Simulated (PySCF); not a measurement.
Si(Cl)2(GeH3)(OH) (Cl2GeH4OSi), SMILES [Si](Cl)(Cl)(O)[GeH3]. Atoms are numbered in the order given.

```xyz
9

O      0.7859     1.9517     0.0000
Si     0.5273     0.3238     0.0000
Cl     1.4186    -0.5342    -1.6517
Cl     1.4186    -0.5342     1.6517
Ge    -1.7747    -0.1126     0.0000
H      1.6954     2.2726     0.0000
H     -2.4171     0.4896     1.2556
H     -1.9739    -1.6333     0.0000
H     -2.4171     0.4896    -1.2556
```
Charge 0, spin multiplicity 1.

Coordinates come from a ωB97X-D3(BJ)/def2-SVP optimisation. This is a generated structure with no PubChem entry under its InChIKey; it may be hypothetical. The values are those of a single conformer.

Level of theory: PySCF with KT2/pcSseg-1.

GIAO shieldings, no solvent; atoms alike by connectivity are averaged. δ = σ(ref) − σ: ¹⁷O against H2O (σ = 330.4 ppm); ²⁹Si against TMS (σ = 361.9 ppm); ³⁵Cl against HCl (σ = 945.4 ppm); ⁷³Ge against GeH4 (σ = 1669.3 ppm); ¹H against TMS (σ = 31.47 ppm), references at their B3LYP-D3(BJ)/def2-TZVP geometries, non-relativistic (without spin–orbit terms, shifts of atoms bonded to Cl or Br come out too high).

```json
[
 {"atoms": "O1", "nucleus": "¹⁷O", "count": "1", "δ (ppm)": "112.4"},
 {"atoms": "Si2", "nucleus": "²⁹Si", "count": "1", "δ (ppm)": "20.9"},
 {"atoms": "Cl3, Cl4", "nucleus": "³⁵Cl", "count": "2", "δ (ppm)": "191.2"},
 {"atoms": "Ge5", "nucleus": "⁷³Ge", "count": "1", "δ (ppm)": "?"},
 {"atoms": "H7, H8, H9", "nucleus": "¹H", "count": "3", "δ (ppm)": "?"},
 {"atoms": "H6", "nucleus": "¹H", "count": "1", "δ (ppm)": "?"}
]
```

Q: Fill in the missing entries. (An estimate is asked for; the answer gives what the named calculation found.)

A: 
- H7, H8, H9, δ (ppm): 3.91
- H6, δ (ppm): 3.16
- Ge5, δ (ppm): 2.7
